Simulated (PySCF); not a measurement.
Vertical excitations of a molecule C3H8O2Si from TDDFT-PBE/def2-SVPD (PySCF), as energy in eV (oscillator strength): 4.81 (0.038), 5.47 (0.003), 5.82 (0.002), 6.09 (0.002), 6.19 (0.052), 6.38 (0.293), 6.61 (0.029), 6.88 (0.001), 7.13 (0.028), 7.20 (0.011). Lowest triplet (TDA): 4.16 eV. Geometry optimised at B3LYP-D3(BJ)/def2-SVP. Other conformers were not sampled.

**Question.** Identify the compound among the candidates.
A) C/C=C/O[SiH2]O
B) CCC1O[SiH2]O1
C) C[Si]1(C)OCO1
D) O=CCCO[SiH3]

**Answer.** A, C/C=C/O[SiH2]O
